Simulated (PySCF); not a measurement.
Which determinant of SnN lies lowest?

Unrestricted PBE0; Sn cc-pVTZ-PP with ECP28, N cc-pVTZ; scalar-relativistic core potentials (PySCF 2.14). Outer shells of the fragments: Sn 4d10 5s2 5p2; N 2s2 2p3.

Followed along the bond (rough minima from three points):

```tsv
2Ms+1	unpaired	⟨S²⟩ at the start	R at minimum (Å)	Te (eV)
2	π ↑	0.95	1.97	0.00
2	σ ↑	1.15	1.88	0.08
4	σ ↑, π ↑↑	3.78	2.08	1.55
4	π ↑↑↑	3.76	none in the scan	≤ 1.12
6	σ ↑, π ↑↑↑↑	8.76	none in the scan	≤ 2.97
```

Solutions found at the starting distance of 2.005 Å, counted from the lowest of them; the search is not exhaustive and high or unbound solutions are not listed, so other states can lie among these:

| 2Ms+1 | unpaired | term | E (eV) | ⟨S²⟩ | ⟨Lz²⟩ | μ (D) |
| --- | --- | --- | --- | --- | --- | --- |
| 2 | π ↑ | ²Π | 0.00 | 0.95 | 1.00 | -3.31 |
| 2 | σ ↑ | mixed | 0.27 | 1.15 | 0.00 | -3.53 |
| 4 | π ↑↑↑ | ⁴Π | 1.38 | 3.76 | 1.01 | -1.16 |
| 4 | σ ↑, π ↑↑ | mixed | 1.58 | 3.78 | 2.01 | -2.00 |
| 2 | π ↑↑↓ | mixed | 1.93 | 1.76 | 3.02 | -1.14 |
| 4 | σ ↑, π ↑↑ | mixed | 1.96 | 3.76 | 2.01 | -2.13 |
| 2 | σ ↓, π ↑↑ | mixed | 2.16 | 1.77 | 2.01 | -2.11 |
| 2 | σ ↑, π ↑↓ | mixed | 2.25 | 1.76 | 2.03 | -2.26 |
| 2 | σ ↓, π ↑↑ | mixed | 2.57 | 1.77 | 2.01 | -2.28 |
| 6 | σ ↑, π ↑↑↑↑ | ⁶Σ⁺ | 3.50 | 8.76 | 0.00 | 0.64 |
| 4 | σ ↑, π ↑↑ | ⁴Σ⁻ | 4.37 | 3.76 | 0.00 | -1.02 |
| 4 | σ ↑↑, π ↑ | ⁴Π | 4.48 | 3.79 | 1.02 | -1.03 |
| 2 | σ ↓, π ↑↑ | mixed | 4.77 | 1.76 | 0.00 | -0.94 |
| 6 | σ ↑↑, π ↑↑↑ | ⁶Π | 6.07 | 8.76 | 1.00 | 1.21 |

A term symbol is given only where ⟨S²⟩ and ⟨Lz²⟩ are close to those of a pure state; real π, δ and φ orbitals otherwise mix terms. A positive dipole means Sn(−)N(+).

**Question.** Compare the gap between the two lowest followed solutions at the starting distance with the gap between their minima.

**Answer.** At PBE0 the second solution (Ms = 0.5 of mixed spin, unpaired electrons σ ↑) lies +0.27 eV from the first (doublet, unpaired electrons π ↑) at 2.005 Å and +0.08 eV at the minima; the two curves relax by different amounts, since their minima lie near 1.88 and 1.97 Å.

Spin–orbit coupling is left out.
